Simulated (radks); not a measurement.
S4+, 12 electrons, occupied as [He] 2s2 2p5.5 3s2 4f0.5 (fractional occupations, a model configuration).

All-electron calculation, scalar-relativistic Kohn-Sham, PBE, spin-polarised, spherical densities, finite nucleus; open shells are filled with parallel spins first; Fermi nuclear charge, rms radius 3.2611 fm. Program: a radial shooting solver on a logarithmic mesh with Libxc functionals.

Energy parts (hartree):
| part | energy |
|---|---|
| total | -391.00946 |
| kinetic | 392.65346 |
| electron-nucleus | -900.73794 |
| Hartree | 140.28321 |
| exchange-correlation | -23.20819 |

Orbitals (lengths in bohr, moments of r in powers of bohr):
\begin{tabular}{lrrr}
orbital & occ. & eigenvalue (hartree) & <1/r> \\ \hline
1s up & 1 & -91.63702 & 15.66 \\
1s down & 1 & -91.60167 & 15.67 \\
2s up & 1 & -10.63174 & 3.119 \\
2s down & 1 & -10.56655 & 3.112 \\
2p up & 3 & -8.65242 & 3.021 \\
2p down & 2.5 & -8.57881 & 3.014 \\
3s up & 1 & -2.65156 & 0.9882 \\
3s down & 1 & -2.63586 & 0.9892 \\
3p up & 0 & -2.17941 & 0.9079 \\
3p down & 0 & -2.16231 & 0.9097 \\
4s up & 0 & -1.11201 & 0.4516 \\
4s down & 0 & -1.07434 & 0.4622 \\
4f up & 0.5 & -0.66295 & 0.3189 \\
\end{tabular}

The highest occupied level is 4f up at -18.040 eV. The configuration is held as typed, so some empty levels lie below it. The electron density at the nucleus is 2975 e/bohr^3 (large components only). Summed over all electrons, <r^2> = 13.53 bohr^2, which gives a Langevin (diamagnetic) susceptibility term of -10.7 x 10^-6 cm^3/mol.
